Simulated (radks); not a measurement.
Results of a calculation; reference values are marked as such.
Trend from Rb+ to Xe+: ionisation energy by Delta-SCF between NIST ground configurations, and size. Code: a radial shooting solver on a logarithmic mesh with Libxc functionals. Model: scalar-relativistic Kohn-Sham, LDA (Slater exchange, Perdew-Wang correlation), spin-polarised, spherical densities, finite nucleus; open shells are filled with parallel spins first (spin-orbit coupling, left out, can overturn this in heavy ions); Fermi nuclear charge, rms radius of each element as measured or else 0.836 A^(1/3) + 0.57 fm.

| species | configuration | configuration of the ion | IE (eV) | NIST (eV) | kind | -e(HOMO) (eV) | outermost | <r> outermost (bohr) |
|---|---|---|---|---|---|---|---|---|
| Rb+ | [Kr] | [Ar] 3d10 4s2 4p5 | 27.542 | 27.290 | exp. | 21.792 (4p) | 4p | 1.71 |
| Sr+ | [Kr] 5s1 | [Kr] | 11.362 | 11.030 | exp. | 8.868 (5s) | 5s | 3.82 |
| Zr+ | [Kr] 4d2 5s1 | [Kr] 4d2 | 13.709 | 13.130 | exp. | 10.737 (5s) | 5s | 3.34 |
| Nb+ | [Kr] 4d4 | [Kr] 4d3 | 15.036 | 14.320 | semi-emp. | 10.277 (4d) | 4d | 2.04 |
| Mo+ | [Kr] 4d5 | [Kr] 4d4 | 16.643 | 16.2 | semi-emp. | 11.547 (4d) | 4d | 1.87 |
| Tc+ | [Kr] 4d5 5s1 | [Kr] 4d5 | 15.890 | 15.260 | semi-emp. | 12.431 (5s) | 5s | 2.94 |
| Ru+ | [Kr] 4d7 | [Kr] 4d6 | 17.134 | 16.8 | semi-emp. | 11.773 (4d) | 4d | 1.67 |
| Rh+ | [Kr] 4d8 | [Kr] 4d7 | 18.883 | 18.080 | semi-emp. | 13.194 (4d) | 4d | 1.56 |
| Pd+ | [Kr] 4d9 | [Kr] 4d8 | 20.571 | 19.4 | semi-emp. | 14.571 (4d) | 4d | 1.47 |
| Ag+ | [Kr] 4d10 | [Kr] 4d9 | 22.218 | 21.484 | exp. | 15.920 (4d) | 4d | 1.39 |
| Cd+ | [Kr] 4d10 5s1 | [Kr] 4d10 | 17.717 | 16.908 | exp. | 13.801 (5s) | 5s | 2.61 |
| In+ | [Kr] 4d10 5s2 | [Kr] 4d10 5s1 | 19.415 | 18.870 | exp. | 15.302 (5s) | 5s | 2.46 |
| Sn+ | [Kr] 4d10 5s2 5p1 | [Kr] 4d10 5s2 | 14.423 | 14.633 | exp. | 10.807 (5p) | 5p | 2.87 |
| Sb+ | [Kr] 4d10 5s2 5p2 | [Kr] 4d10 5s2 5p1 | 16.686 | 16.63 | exp. | 12.735 (5p) | 5p | 2.64 |
| Te+ | [Kr] 4d10 5s2 5p3 | [Kr] 4d10 5s2 5p2 | 18.830 | 18.6 | exp. | 14.591 (5p) | 5p | 2.46 |
| I+ | [Kr] 4d10 5s2 5p4 | [Kr] 4d10 5s2 5p3 | 19.078 | 19.131 | exp. | 14.846 (5p) | 5p | 2.33 |
| Xe+ | [Kr] 4d10 5s2 5p5 | [Kr] 4d10 5s2 5p4 | 21.416 | 20.975 | semi-emp. | 16.866 (5p) | 5p | 2.19 |

Reference values: NIST Atomic Spectra Database (exp. = measured, semi-emp. = semi-empirical, theory = theoretical value adopted there). Open shells are spherical and high-spin; term and fine-structure splittings are not resolved. Spin-orbit splitting is averaged out at the scalar-relativistic level.
